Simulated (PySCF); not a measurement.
## Orbital picture of NaSe

PBE0 at R = 2.607 Å; basis Na def2-SVP, Se def2-SVP; no relativity; PySCF 2.14. State: ⁴Σ⁻ (quartet), unpaired electrons σ ↑, π ↑↑, a second solution, started from another occupation. Only the outer orbitals are listed, counted within each symmetry.

| spin | orbital | occ. | ε (eV) | on Na (%) | main shells (%) |
| --- | --- | --- | --- | --- | --- |
| α | 9σ | 1 | -31.78 | 99 | 100 Na p |
| α | 4π | 1 | -31.75 | 100 | 100 Na p |
| α | 4π | 1 | -31.75 | 100 | 100 Na p |
| α | 10σ | 1 | -20.88 | 1 | 99 Se s |
| α | 5π | 1 | -10.02 | 1 | 99 Se p |
| α | 5π | 1 | -10.02 | 1 | 99 Se p |
| α | 11σ | 1 | -9.17 | 3 | 97 Se p |
| α | 12σ | 1 | -2.97 | 99 | 93 Na s |
| α | 6π | 0 | -0.13 | 99 | 99 Na p |
| α | 6π | 0 | -0.13 | 99 | 99 Na p |
| α | 13σ | 0 | 0.59 | 109 | 89 Na p, 21 Na s |
| β | 9σ | 1 | -31.71 | 99 | 100 Na p |
| β | 4π | 1 | -31.68 | 100 | 100 Na p |
| β | 4π | 1 | -31.68 | 100 | 100 Na p |
| β | 10σ | 1 | -18.32 | 2 | 98 Se s |
| β | 11σ | 1 | -8.32 | 4 | 96 Se p |
| β | 5π | 0 | -5.39 | 3 | 96 Se p |
| β | 5π | 0 | -5.39 | 3 | 96 Se p |
| β | 12σ | 0 | -0.80 | 101 | 101 Na s |

Task: Which are the highest filled and the lowest empty level, where do they sit, and how wide is the gap?

Result: Highest filled α 12σ at -2.97 eV (in %: 93 Na s); lowest empty β 5π at -5.39 eV (in %: 96 Se p); the gap at PBE0 is -2.42 eV.

```
bond order (Mayer)                               : 0.18
⟨S²⟩                                             : 3.753
charge on Na (Mulliken, basis-dependent)         : -0.09
charge on Na (Löwdin, basis-dependent)           : -0.39
dipole moment (positive dipole means Na(−)Se(+)) : 3.46 D
```

Shares are Mulliken populations and can fall outside 0 to 100 %.

Spin–orbit coupling is left out. Counting both spins, an empty level lies below a filled one in this solution, because spin and occupation are held.
